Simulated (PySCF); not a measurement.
C₈H₉N₃.
Bonds: N1–C2 (triple), C2–C3, C3–C4 (aromatic), C4–N5 (aromatic), N5–C6 (aromatic), C6–N7 (aromatic), N7–C8, C8–C9, C9–C10, C10–C11, C3–N7 (aromatic), C8–C11. Hydrogens: H12 on C4; H13 on C6; H14 on C8; H15, H16 on C9; H17, H18 on C10; H19, H20 on C11.

Method: PySCF 2.14.0, PBE0-D3(BJ)/def2-SVP geometry optimisation, gas phase; density fitting, grid level 1; the optimiser is geomeTRIC in internal coordinates, started from a GFN2-xTB structure with every atom displaced at random (about 0.01 Å).

Step 0: E = -12887.1735 eV
```
atom  x, y, z in Å  |  force x, y, z in eV/Å
N1      1.5919    3.5586    1.0501   -0.843   4.780   1.348
C2      1.7730    2.4913    0.7418    0.527  -3.816  -1.027
C3      2.0317    1.1738    0.3747    2.539  -0.527  -0.438
C4      3.2773    0.5768    0.0183   -3.608  -0.985   0.329
N5      3.0346   -0.7389   -0.2317    0.826   0.295   0.010
C6      1.7563   -0.9367   -0.0235    0.412  -0.510  -0.203
N7      1.1130    0.1752    0.3442   -0.593   0.422   0.141
C8     -0.2718    0.3559    0.6557   -1.077  -0.286   0.447
C9     -1.0278    1.4828   -0.0659    0.127  -0.954  -0.991
C10    -2.1974    0.5066   -0.3128    0.233   0.262  -0.056
C11    -1.2888   -0.6649    0.0786    0.278   0.663   0.183
H12     4.2193    1.0230   -0.0624    1.577   0.784  -0.140
H13     1.2572   -1.8862   -0.1330   -0.250  -0.352  -0.026
H14    -0.4118    0.4510    1.7546    0.221  -0.057  -0.262
H15    -1.2397    2.3658    0.4880   -0.141   1.058   0.706
H16    -0.5196    1.7684   -1.0004   -0.020  -0.019   0.032
H17    -2.5969    0.4944   -1.3335   -0.110  -0.046  -0.033
H18    -3.0167    0.6640    0.3894   -0.270   0.008   0.157
H19    -1.6902   -1.4033    0.7637   -0.117  -0.371   0.340
H20    -0.9013   -1.1653   -0.7969    0.289  -0.350  -0.520
```

Step 1: E = -12887.4468 eV
```
atom  x, y, z in Å  |  force x, y, z in eV/Å
N1      1.6358    3.6117    1.1332   -0.011  -0.373  -0.120
C2      1.8286    2.5122    0.8015    0.107   0.447   0.119
C3      2.0999    1.1837    0.4084   -0.370  -0.288  -0.023
C4      3.2716    0.5383    0.0456    0.628   0.409   0.021
N5      3.0379   -0.7632   -0.2221   -0.063  -0.036  -0.002
C6      1.7458   -0.9327   -0.0372   -0.167   0.117   0.041
N7      1.1152    0.2095    0.3401    0.087  -0.167  -0.041
C8     -0.2961    0.3821    0.6300    0.187   0.022  -0.133
C9     -1.0603    1.4758   -0.1374   -0.104   0.283   0.258
C10    -2.2315    0.4889   -0.2853   -0.048  -0.002  -0.039
C11    -1.2703   -0.6621    0.0636   -0.016  -0.155   0.037
H12     4.2699    0.9970   -0.0240   -0.345  -0.210   0.020
H13     1.2038   -1.8714   -0.1587    0.046   0.034  -0.005
H14    -0.4143    0.5035    1.7167   -0.053   0.000   0.065
H15    -1.2442    2.4198    0.4058    0.071  -0.147  -0.148
H16    -0.5775    1.7083   -1.0955    0.038  -0.027  -0.064
H17    -2.7196    0.4426   -1.2674   -0.031  -0.008  -0.023
H18    -3.0092    0.6379    0.4775    0.021  -0.002   0.028
H19    -1.6222   -1.4489    0.7493    0.037   0.038  -0.041
H20    -0.8709   -1.1405   -0.8452   -0.012   0.065   0.049
```

Step 2: E = -12887.4546 eV
```
atom  x, y, z in Å  |  force x, y, z in eV/Å
N1      1.6279    3.6048    1.1114   -0.024  -0.066  -0.029
C2      1.8289    2.5065    0.7899   -0.017   0.110   0.054
C3      2.0928    1.1728    0.4054   -0.031   0.136   0.122
C4      3.2865    0.5493    0.0686   -0.293  -0.074  -0.020
N5      3.0475   -0.7513   -0.2114    0.101  -0.199  -0.049
C6      1.7528   -0.9327   -0.0495    0.106   0.034   0.030
N7      1.1128    0.1992    0.3286    0.151   0.083  -0.075
C8     -0.2953    0.3769    0.6205    0.067   0.036  -0.040
C9     -1.0598    1.4768   -0.1405   -0.037   0.046   0.079
C10    -2.2399    0.4946   -0.2738   -0.001   0.000  -0.035
C11    -1.2793   -0.6629    0.0633   -0.001  -0.027   0.030
H12     4.2767    1.0040    0.0196   -0.053  -0.050  -0.007
H13     1.2233   -1.8749   -0.1846    0.016  -0.009  -0.011
H14    -0.4103    0.4977    1.7098   -0.033   0.001  -0.003
H15    -1.2265    2.4219    0.3949    0.024  -0.003  -0.040
H16    -0.5829    1.6988   -1.1063    0.000  -0.040  -0.014
H17    -2.7427    0.4493   -1.2497   -0.012   0.003   0.010
H18    -3.0050    0.6479    0.5010    0.020  -0.003   0.021
H19    -1.6246   -1.4485    0.7508    0.010  -0.003  -0.009
H20    -0.8905   -1.1381   -0.8492    0.006   0.025  -0.014
```

**Question.** Estimate the geometry and energy of step 3. (The exact step hangs on the optimiser's Hessian estimate; all steps are aligned on step 2, rigid shifts and turns removed.)

**Answer.** E = -12887.4595 eV, largest force 0.189 eV/Å
```
atom  x, y, z in Å  |  force x, y, z in eV/Å
N1      1.5719    3.5962    1.1156   -0.046   0.114   0.034
C2      1.8032    2.5049    0.7967    0.085  -0.148  -0.042
C3      2.0889    1.1744    0.4111    0.106  -0.056   0.009
C4      3.2797    0.5438    0.0754   -0.130  -0.063  -0.005
N5      3.0539   -0.7598   -0.2091    0.025   0.067   0.008
C6      1.7587   -0.9377   -0.0551    0.035   0.029   0.024
N7      1.1205    0.1959    0.3190   -0.169   0.023  -0.003
C8     -0.2851    0.3792    0.6109   -0.030  -0.006   0.022
C9     -1.0502    1.4804   -0.1486   -0.002  -0.103  -0.038
C10    -2.2370    0.5020   -0.2634    0.024  -0.003  -0.034
C11    -1.2754   -0.6591    0.0635   -0.005   0.054   0.031
H12     4.2659    0.9915    0.0314    0.171   0.080  -0.009
H13     1.2305   -1.8789   -0.1960   -0.028  -0.019  -0.004
H14    -0.3986    0.5026    1.7013   -0.027   0.006  -0.035
H15    -1.2016    2.4300    0.3759   -0.007   0.086   0.027
H16    -0.5805    1.6873   -1.1226   -0.019  -0.042   0.013
H17    -2.7547    0.4553   -1.2319   -0.006   0.011   0.026
H18    -2.9886    0.6601    0.5236    0.018  -0.003   0.015
H19    -1.6134   -1.4437    0.7540   -0.009  -0.032   0.007
H20    -0.8956   -1.1319   -0.8528    0.013   0.004  -0.045
```

The energy changes by -0.0049 eV. The first-order estimate −F·Δx gives -0.0141 eV and the mean of the old and new forces, exact on a quadratic surface, -0.0051 eV. The step makes an angle of 74° with the force vector and moves no atom by more than 0.057 Å.

What follows is the cost of the whole optimisation. On one thread, Arm Neoverse V1 (aarch64) (shared host), this took 4.8 min and 0.87 GiB of memory at its peak.
